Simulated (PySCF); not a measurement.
PySCF input for C₂H₁₂N₂Si₂, SMILES CN([SiH3])[Si@@H](C)N, PBE-D3(BJ)/def2-SVP. Geometry: PBE-D3(BJ)/def2-SVP. The structure was generated by enumeration; whether it is a known compound was not checked. Other conformers were not sampled.

```python
import numpy as np
from pyscf import gto, scf, dft, df
from pyscf.hessian import thermo

mol = gto.M(
    atom='''
    C     0.53300535   -1.68868652   -1.34995153
    N     0.46523248   -0.47105996   -0.54273333
    Si    1.90898962    0.26034914    0.15922810
    Si   -1.09030554    0.22953708   -0.12535596
    C    -1.98653130   -0.65016898    1.27848388
    N    -0.68356645    1.83034996    0.43767830
    H     1.49999904   -1.76874936   -1.88859270
    H    -0.26897126   -1.69320800   -2.12163462
    H     0.41510187   -2.62153129   -0.74984658
    H     1.87675605    0.35750674    1.66252605
    H     3.04272399   -0.66254037   -0.21828908
    H     2.24458524    1.62424251   -0.38965513
    H    -1.94510324    0.16799964   -1.37240995
    H    -1.39416384   -0.59737253    2.21493338
    H    -2.98785651   -0.21074058    1.46724060
    H    -2.13204253   -1.72137866    1.03027230
    H    -0.42755794    2.57374541   -0.21527351
    H    -1.13555444    2.21172237    1.27071045
    ''',
    basis='def2-SVP',
    charge=0,
    spin=0,
    max_memory=1600,
    verbose=3,
)
mf = dft.RKS(mol, xc='pbe').density_fit(auxbasis='def2-universal-jkfit')
mf.disp = 'd3bj'
mf.grids.level = 3
mf.conv_tol = 1e-11
mf.max_cycle = 100
mf.kernel()

# [left out here: the lines that compute and print the analytic Hessian (its translational invariance restored by hand, since the grid's response is missing), thermochemistry and intensities]
```

Program output:

```
[...]
       4   C                -0.00  0.00 -0.00   -0.00 -0.00 -0.00    0.00 -0.00 -0.00
       5   N                 0.00 -0.00 -0.00    0.00 -0.00 -0.00    0.00  0.08  0.02
       6   H                -0.19  0.30 -0.38   -0.00  0.51 -0.11    0.00  0.01  0.00
       7   H                 0.32  0.30 -0.33   -0.08 -0.47  0.11   -0.00 -0.01 -0.00
       8   H                -0.04  0.32  0.51   -0.67  0.04 -0.07   -0.01 -0.00 -0.00
       9   H                -0.00 -0.01  0.01    0.00 -0.00 -0.00   -0.00 -0.00 -0.00
      10   H                -0.00 -0.01 -0.00   -0.00 -0.01  0.00   -0.00 -0.00  0.00
      11   H                -0.01  0.00 -0.01   -0.00  0.00  0.00    0.00  0.00  0.00
      12   H                 0.01 -0.01 -0.01    0.00  0.01  0.00   -0.00 -0.00 -0.01
      13   H                -0.00 -0.03  0.00   -0.01  0.01  0.01   -0.01  0.02  0.01
      14   H                 0.01  0.03 -0.00    0.01  0.02  0.02    0.01  0.02  0.01
      15   H                 0.04 -0.01  0.02    0.02 -0.00 -0.01    0.01  0.00 -0.02
      16   H                -0.00  0.00  0.00   -0.00  0.01  0.01    0.20 -0.44 -0.47
      17   H                -0.00 -0.00  0.00    0.00  0.01 -0.00   -0.13 -0.60  0.24
Mode                                36                  37                  38
Irrep
Freq [cm^-1]                     2107.8267           2133.6925           2138.4471
Reduced mass [au]                   1.0405              1.0504              1.0364
Force const [Dyne/A]                2.7236              2.8175              2.7923
Char temp [K]                    3032.6933           3069.9084           3076.7492
Normal mode                   x     y     z       x     y     z       x     y     z
       0   C                -0.00  0.00  0.00   -0.00 -0.00  0.00   -0.00 -0.00 -0.00
       1   N                 0.00 -0.00  0.00   -0.00  0.00 -0.00    0.00 -0.00  0.00
       2  Si                 0.00  0.00 -0.00    0.00 -0.03  0.02    0.03 -0.01 -0.01
       3  Si                 0.02  0.00  0.03    0.00 -0.00  0.00   -0.00  0.00 -0.00
       4   C                 0.00  0.00 -0.00   -0.00  0.00  0.00    0.00 -0.00 -0.00
       5   N                -0.00 -0.00 -0.00    0.00  0.00 -0.00    0.00 -0.00  0.00
       6   H                -0.00 -0.00 -0.00    0.00 -0.00  0.00    0.01  0.00  0.00
       7   H                 0.01 -0.01 -0.00   -0.00  0.00  0.00   -0.01  0.00  0.00
       8   H                -0.00 -0.00 -0.01   -0.00 -0.00 -0.00    0.00  0.00  0.01
       9   H                 0.00  0.00 -0.02    0.02 -0.04 -0.27    0.00  0.00  0.09
      10   H                -0.05  0.04  0.02   -0.23  0.18  0.09   -0.69  0.57  0.23
      11   H                -0.01 -0.06  0.02    0.19  0.80 -0.32   -0.05 -0.28  0.10
      12   H                -0.55 -0.03 -0.80   -0.02  0.00 -0.02    0.05  0.00  0.06
      13   H                -0.00 -0.00  0.01    0.00 -0.00 -0.00   -0.00 -0.00 -0.00
      14   H                 0.00 -0.00  0.00   -0.00 -0.00  0.00    0.00  0.00 -0.00
      15   H                -0.00  0.00  0.00    0.00  0.00 -0.00    0.00 -0.00 -0.00
      16   H                -0.00  0.00  0.00   -0.01  0.00 -0.00    0.00 -0.00  0.00
      17   H                 0.00  0.00  0.00    0.00  0.00  0.00   -0.00 -0.00 -0.00
Mode                                39                  40                  41
Irrep
Freq [cm^-1]                     2146.0323           2914.4810           2971.1830
Reduced mass [au]                   1.0347              1.0408              1.0358
Force const [Dyne/A]                2.8076              5.2088              5.3874
Char temp [K]                    3087.6627           4193.2892           4274.8709
Normal mode                   x     y     z       x     y     z       x     y     z
       0   C                 0.00 -0.00 -0.00    0.01  0.05  0.00   -0.00 -0.00 -0.00
       1   N                 0.00  0.00 -0.00   -0.00  0.00  0.00   -0.00 -0.00  0.00
       2  Si                 0.00  0.01  0.03   -0.00 -0.00 -0.00    0.00  0.00  0.00
       3  Si                -0.00  0.00 -0.00    0.00 -0.00 -0.00    0.00  0.00 -0.00
       4   C                 0.00 -0.00 -0.00   -0.00 -0.00  0.00   -0.02 -0.02  0.04
       5   N                -0.00 -0.00 -0.00   -0.00  0.00  0.00    0.00 -0.00  0.00
       6   H                 0.00  0.00 -0.00    0.30 -0.01 -0.17   -0.01  0.00  0.00
       7   H                -0.00  0.01 -0.00   -0.33  0.01 -0.32    0.01 -0.00  0.01
       8   H                -0.00 -0.00  0.01   -0.08 -0.65  0.45   -0.00 -0.00  0.00
       9   H                 0.03 -0.06 -0.94    0.00  0.00  0.00    0.00 -0.00 -0.00
      10   H                -0.00  0.00  0.01    0.00 -0.00 -0.00   -0.00  0.00  0.00
      11   H                -0.07 -0.26  0.12    0.00  0.00  0.00   -0.00 -0.00 -0.00
      12   H                 0.02 -0.00  0.03   -0.00 -0.00 -0.00   -0.00 -0.00  0.00
      13   H                 0.00  0.00 -0.00   -0.00 -0.00 -0.00   -0.31 -0.03 -0.47
      14   H                 0.00  0.00 -0.00    0.01 -0.00 -0.00    0.53 -0.24 -0.09
      15   H                -0.00 -0.00  0.00    0.00  0.01  0.00    0.06  0.52  0.13
      16   H                 0.00  0.00  0.00    0.00  0.00 -0.00   -0.00 -0.00 -0.00
      17   H                 0.00 -0.00  0.00   -0.00  0.00  0.00    0.00 -0.00 -0.00
Mode                                42                  43                  44
Irrep
Freq [cm^-1]                     2982.4992           3029.5503           3070.5250
Reduced mass [au]                   1.0988              1.1015              1.1017
Force const [Dyne/A]                5.7588              5.9565              6.1196
Char temp [K]                    4291.1523           4358.8483           4417.8018
Normal mode                   x     y     z       x     y     z       x     y     z
       0   C                 0.02 -0.03  0.08   -0.09 -0.00  0.02   -0.00  0.00  0.00
       1   N                -0.00  0.00 -0.00    0.00  0.00 -0.00   -0.00  0.00  0.00
       2  Si                -0.00 -0.00  0.00   -0.00  0.00 -0.00   -0.00 -0.00 -0.00
       3  Si                 0.00  0.00  0.00    0.00 -0.00 -0.00    0.00 -0.00 -0.00
       4   C                -0.00 -0.00  0.00    0.00  0.00  0.00    0.06 -0.07 -0.00
       5   N                -0.00  0.00 -0.00    0.00 -0.00  0.00   -0.00  0.00 -0.00
       6   H                 0.25 -0.03 -0.12    0.74 -0.05 -0.41    0.00  0.00 -0.00
       7   H                -0.54  0.00 -0.50    0.28 -0.01  0.29    0.00 -0.00  0.00
       8   H                 0.07  0.43 -0.29   -0.01  0.10 -0.07   -0.00 -0.00  0.00
       9   H                 0.00  0.00  0.00    0.00 -0.00 -0.00    0.00  0.00  0.00
      10   H                 0.00 -0.00 -0.00    0.00 -0.00 -0.00    0.00  0.00 -0.00
      11   H                 0.00 -0.00 -0.00    0.00 -0.00  0.00    0.00  0.00 -0.00
      12   H                -0.00  0.00  0.00    0.00  0.00 -0.00   -0.00  0.00 -0.00
      13   H                -0.01 -0.00 -0.01   -0.00 -0.00 -0.00   -0.12 -0.02 -0.20
      14   H                 0.01 -0.00 -0.00    0.00 -0.00 -0.00   -0.66  0.28  0.13
      15   H                 0.00  0.01  0.00   -0.00 -0.00 -0.00    0.09  0.54  0.13
      16   H                 0.00  0.00  0.00   -0.00  0.00 -0.00   -0.00 -0.00  0.00
      17   H                -0.00 -0.00 -0.00    0.00  0.00  0.00    0.00  0.00 -0.00
Mode                                45                  46                  47
Irrep
Freq [cm^-1]                     3074.0046           3503.3013           3600.8948
Reduced mass [au]                   1.1020              1.0500              1.0962
Force const [Dyne/A]                6.1353              7.5925              8.3745
Char temp [K]                    4422.8082           5040.4705           5180.8859
Normal mode                   x     y     z       x     y     z       x     y     z
       0   C                 0.00  0.00 -0.00   -0.00  0.00 -0.00    0.00  0.00 -0.00
       1   N                -0.00 -0.00 -0.00    0.00 -0.00  0.00    0.00 -0.00  0.00
       2  Si                -0.00  0.00  0.00   -0.00  0.00  0.00    0.00  0.00  0.00
       3  Si                 0.00  0.00  0.00   -0.00 -0.00 -0.00   -0.00 -0.00  0.00
       4   C                 0.05  0.04  0.06   -0.00  0.00  0.00    0.00 -0.00 -0.00
       5   N                -0.00 -0.00 -0.00   -0.01  0.05  0.01   -0.03 -0.02  0.07
       6   H                -0.00 -0.00  0.00    0.00 -0.00 -0.00   -0.00  0.00  0.00
       7   H                -0.00  0.00 -0.00   -0.00 -0.00 -0.00    0.00 -0.00  0.00
       8   H                 0.00 -0.00  0.00   -0.00 -0.00  0.00   -0.00  0.00  0.00
       9   H                 0.00 -0.00 -0.00    0.00 -0.00  0.00   -0.00 -0.00  0.00
      10   H                -0.00 -0.00 -0.00    0.00 -0.00 -0.00   -0.00 -0.00 -0.00
      11   H                 0.00  0.00 -0.00    0.00 -0.00 -0.00   -0.00 -0.00  0.00
      12   H                -0.00 -0.00 -0.00   -0.00 -0.00 -0.00   -0.00 -0.00 -0.00
      13   H                -0.39 -0.03 -0.62    0.00 -0.00  0.00    0.00  0.00  0.00
      14   H                -0.17  0.09  0.04    0.00 -0.00 -0.00   -0.00  0.00 -0.00
      15   H                -0.07 -0.55 -0.12    0.00 -0.00 -0.00   -0.00  0.00  0.00
      16   H                -0.00  0.00 -0.00   -0.19 -0.50  0.46    0.16  0.48 -0.41
      17   H                 0.00 -0.00  0.00    0.29 -0.23 -0.56    0.30 -0.26 -0.56
temperature 298.1500 [K]
pressure 101325.00 [Pa]
Rotational constants [GHz] 2.76040 1.70953 1.29635
Symmetry number 1
Zero-point energy (ZPE) 0.13712 [Eh]   359996.443 [J/mol]
                           tot       elec      trans        rot        vib
Entropy [J/mol/K]       427.031      0.000    168.485    118.633    139.913
Cv [J/mol/K]            163.313      0.000     12.472     12.472    138.370
Cp [J/mol/K]            171.628      0.000     20.786     12.472    138.370
Internal energy [J/mol]                      3718.434   3718.434 381758.205
Internal energy [Eh]   -770.96976  -771.11799
Enthalpy [J/mol]                             6197.391   3718.434 381758.205
Enthalpy [Eh]          -770.96881
Gibbs free energy [J/mol]                  -44036.496 -31651.943 340043.224
Gibbs free energy [Eh] -771.01731
mode   freq/cm-1   IR/(km/mol)
   1       36.10         1.626
   2       78.13         0.112
   3      105.68         0.538
   4      127.11         2.547
   5      154.98         0.942
   6      172.46         0.529
   7      221.67         7.450
   8      256.09         4.059
   9      282.03         3.363
  10      287.48        13.313
  11      360.74         3.530
  12      364.99       114.128
  13      541.32         0.869
  14      624.23         7.338
  15      658.89        13.926
  16      666.80         6.933
  17      681.74        14.820
  18      726.37        29.937
  19      780.17        25.516
  20      827.82        78.221
  21      865.38       240.411
  22      888.92       361.275
  23      894.19        17.503
  24      910.11        78.577
  25      922.72        49.687
  26      957.08       198.481
  27     1095.26         7.198
  28     1151.89        60.227
  29     1158.18       153.241
  30     1213.94        38.245
  31     1380.48         3.918
  32     1382.56         1.931
  33     1393.46         2.835
  34     1417.59        10.319
  35     1437.57         7.302
  36     1490.11        49.921
  37     2107.83       194.868
  38     2133.69       158.611
  39     2138.45       131.981
  40     2146.03       106.786
  41     2914.48        88.306
  42     2971.18         2.612
  43     2982.50        31.626
  44     3029.55        16.029
  45     3070.52         5.886
  46     3074.00         3.908
  47     3503.30        26.378
  48     3600.89        25.471
max |gradient| / (hartree/bohr): 3.834781221072434e-05
APT charges: [ 0.3622 -1.1382  1.2616  1.5554 -0.3781 -0.7749 -0.017  -0.0322 -0.0693
 -0.2804 -0.2663 -0.2881 -0.3277  0.0207  0.0084  0.0293  0.1775  0.1571]
```

Self-consistency was reached.

Cost: around 9 core-minutes (rough).
